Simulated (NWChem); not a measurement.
A series in which one site is exchanged, each optimised at PBE0/def2-SVP with NWChem, gas phase unless a solvent is named. Low-valent species are run as closed-shell singlets; no triplet was tried in these runs. Some are not confirmed as minima by frequencies. def2 effective core potentials on Sn, Pb; no spin-orbit coupling.

A: [SiH][SiH3] (Si2H4; site = Si)
B: [SiH3][PbH] (PbSiH4; site = Pb)
C: [SnH][SiH3] (SnSiH4; site = Sn)
D: [SiH3][GeH] (GeSiH₄; site = Ge)

Values for A:

* **orbital gap (eV), PBE0/def2-SVP**: 3.28
* **vertical ionisation energy, ΔSCF, PBE/def2-SVP (eV)**: 8.71
* **vertical ionisation energy, ΔSCF, CAM-B3LYP/def2-SVP (eV)**: 8.83
* **static polarisability, CAM-B3LYP/def2-SVPD (bohr³)**: 66.4
* **lowest singlet excitation, CAM-B3LYP/def2-SVPD, TDA (eV)**: 1.96

Q: How do these values change for the other members?

A: 
```
change from A                                                  B      C      D
---------------------------------------------------------  -----  -----  -----
orbital gap (eV), PBE0/def2-SVP                            +0.05  -0.08  +0.06
vertical ionisation energy, ΔSCF, PBE/def2-SVP (eV)        -0.40  -0.38   0.00
vertical ionisation energy, ΔSCF, CAM-B3LYP/def2-SVP (eV)  -0.41  -0.38   0.00
static polarisability, CAM-B3LYP/def2-SVPD (bohr³)         +19.6  +16.1   +3.0
lowest singlet excitation, CAM-B3LYP/def2-SVPD, TDA (eV)   +0.11  +0.02  +0.04
```
